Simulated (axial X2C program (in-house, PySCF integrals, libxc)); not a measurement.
Bond lengths and stretching modes, held linear, of HTeH

Calculated with an in-house all-electron X2C program for linear molecules (integrals from PySCF): two-component X2C with atomic mean-field Coulomb and Gaunt terms, Gaussian nuclei, basis H dyall-v3z, Te dyall-v3z with contracted cores. Spin-free rows use the one-electron spin-free X2C Hamiltonian.

Masses H 1.008, Te 129.906, H 1.008 u. States: 2c Ω = 2 (beyond evenly filled blocks: ω = 1/2, ω = 3/2); spin-free M_S = 1, Λ = 1 (beyond evenly filled blocks: σα, π+α, π+β, π-α).

LDA, spin-free: energies above the lowest point

| r(H–Te) (Å) | r(Te–H) (Å) | E (meV) |
| --- | --- | --- |
| 1.7852 | 1.7852 | 25.87 |
| 1.7852 | 1.8310 | 9.48 |
| 1.7852 | 1.8768 | 5.32 |
| 1.8310 | 1.7852 | 9.48 |
| 1.8310 | 1.8310 | 0.00 |
| 1.8310 | 1.8768 | 2.70 |
| 1.8310 | 1.9225 | 14.29 |
| 1.8768 | 1.7852 | 5.32 |
| 1.8768 | 1.8310 | 2.70 |
| 1.8768 | 1.8768 | 12.26 |
| 1.9225 | 1.8310 | 14.29 |
| 1.9225 | 1.9225 | 55.78 |

Question: Fit a quadratic surface with cubic terms in each bond: where is the minimum, and what are the two stretching wavenumbers?

Answer: At LDA, spin-free: bonds 1.838 and 1.838 Å; harmonic stretches 795.0 and 1543.5 cm⁻¹; force constants 0.892, 0.892 and coupling 0.52 mdyn/Å.

The other levels and Hamiltonians give:

| Hamiltonian | level | r(H–Te) (Å) | r(Te–H) (Å) | lower stretch (cm⁻¹) | upper stretch (cm⁻¹) |
| --- | --- | --- | --- | --- | --- |
| 2c | PBE0 | 1.832 | 1.832 | 544.3 | 1557.4 |
| 2c | LDA | 1.841 | 1.841 | 794.4 | 1530.7 |
| spin-free | PBE0 | 1.829 | 1.829 | 543.3 | 1571.3 |

Each state is one determinant, the lowest of a limited PBE0 search; the stretches come from a fit to these few points and carry an uncertainty of a few per cent. Other orders of the atoms were not compared. Left out for rough or failed fits: HF 2c, MP2 2c, HF spin-free, MP2 spin-free. The levels spread by more than a fifth, so the stretches depend strongly on the method. The molecule was held linear; bending was not examined, so a bent shape may lie lower. Open-shell Ω = 0 determinants with evenly filled partner blocks cannot be reached by this program, so the Ω shown need not be the lowest component. Note: functional without a current term on a determinant with orbital currents, of the molecule or an atom. Note: several unpaired electrons, one determinant need not be a pure state.
